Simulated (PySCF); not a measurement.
# Static response to an electric field

C4H8F3O2 (charge +1).
SMILES with atom numbers: `[CH3:1][O+:2]([CH3:3])[CH2:4][O:5][C:6]([F:7])([F:8])[F:9]` (hydrogens: H10, H11, H12 on C1; H13, H14, H15 on C3; H16, H17 on C4)

Geometry (GFN2-xTB, Å), atoms numbered from 1 in this order:
```
atom  x, y, z in Å
C1    -1.3266    1.2005    0.4101
O2    -1.0337   -0.2239    0.4969
C3    -1.5972   -0.9519   -0.6332
C4     0.3619   -0.4902    0.6665
O5     1.0340   -0.0396   -0.4893
C6     2.3727    0.1538   -0.3713
F7     2.9916   -0.9637   -0.0104
F8     2.6400    1.0676    0.5618
F9     2.8332    0.5626   -1.5233
H10   -2.4103    1.3120    0.4143
H11   -0.9165    1.6926    1.2918
H12   -0.9046    1.6383   -0.4954
H13   -1.4477   -2.0174   -0.4615
H14   -1.1255   -0.6526   -1.5698
H15   -2.6656   -0.7421   -0.6621
H16    0.7037    0.0413    1.5668
H17    0.4836   -1.5754    0.7984
```

Level: PBE0/def2-SVPD (PySCF), static field, nuclei fixed, core orbitals frozen in the response. The polarisability tensor in these axes (au):

```
x   63.47  0.43 -0.45
y    0.43 54.75  1.33
z   -0.45  1.33 51.51
```

Q: Give the principal values, the mean and the anisotropy Δα = √{½[(α1 − α2)² + (α2 − α3)² + (α1 − α3)²]}.

A: Principal values 51.01, 55.22 and 63.50 au; mean 56.58 au = 8.38 Å³ = 9.33 × 10⁻⁴⁰ C²·m²/J; Δα = 11.01 au (19 % of the mean).

Q: Directions of the eigenvectors, and the extent of the frame along each?

A: Largest value along (1.00, 0.04, -0.03), where the nuclei span 5.62 Å; middle along (-0.03, 0.94, 0.34), 4.07 Å; least along (0.05, -0.34, 0.94), 2.98 Å. The response follows the extents in order.

Q: What are the principal values of the traceless quadrupole moment, Θ = ½Σq(3rr − r²1), about the centre of nuclear charge?

A: -11.98, -4.50, 16.48 D·Å. The values depend on the origin, since the species is charged. The electronic extent ⟨r²⟩ about the same centre is 1323 bohr², a root-mean-square distance of 2.24 Å for the 74 electrons.

Q: Form Σ f/ω² (atomic units) for the 6 lowest TDDFT singlets, given as eV and f, and set it beside the mean polarisability, which is this sum over all singlets: 8.71, 0.0020; 9.63, 0.0068; 9.83, 0.0024; 10.25, 0.0118; 10.51, 0.0201; 10.59, 0.0315.

A: They add up to 0.52 au, 0.9 % of the 56.58 au; the largest single term is 0.21 au, from the state at 10.59 eV. Terms in order: 0.02, 0.05, 0.02, 0.08, 0.13, 0.21 au. Higher excitations give the rest. The strengths listed sum to 0.075.

Q: What depolarisation ratio follows for Rayleigh scattering of linearly polarised light, taking the static tensor?

A: ρ = 3Δα²/(45ᾱ² + 4Δα²) = 363.7/(144042 + 484.9) = 0.00252.

Isolated species at its GFN2-xTB geometry (one conformer only).
